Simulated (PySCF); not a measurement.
C4H6F2. Atoms are numbered in the order given.

```xyz
12

C     -2.6890     0.4712    -0.2309
C     -1.2227     0.5443     0.0192
C     -0.3093    -0.2694    -0.5122
C      1.1532    -0.1637    -0.2368
F      1.4152     0.7705     0.7042
F      1.6277    -1.3525     0.2147
H     -3.2382     0.3185     0.7129
H     -2.9503    -0.3458    -0.9185
H     -3.0623     1.4171    -0.6572
H     -0.8714     1.3309     0.6970
H     -0.5920    -1.0747    -1.1994
H      1.7357     0.0976    -1.1405
```

Geometry optimised at PBE0-D3(BJ)/def2-SVP. Other conformers were not sampled.

Computed with HF/pcSseg-1 (PySCF).

GIAO shieldings, no solvent; atoms listed in one row are averaged. δ = σ(ref) − σ: ¹³C against TMS (σ = 192.6 ppm); ¹⁹F against CFCl3 (σ = 238.5 ppm); ¹H against TMS (σ = 31.99 ppm), references at their B3LYP-D3(BJ)/def2-TZVP geometries, non-relativistic.

### Question
Estimate the chemical shifts. (An estimate is asked for; the answer gives what the named calculation found.)

### Answer

```csv
nucleus,atoms,count,δ (ppm)
¹³C,C2,1,144.3
¹³C,C3,1,131.3
¹³C,C4,1,103.2
¹³C,C1,1,20.2
¹⁹F,F6,1,-103.0
¹⁹F,F5,1,-122.8
¹H,H10,1,6.79
¹H,H12,1,5.92
¹H,H11,1,5.87
¹H,"H7, H8, H9",3,2.22
```
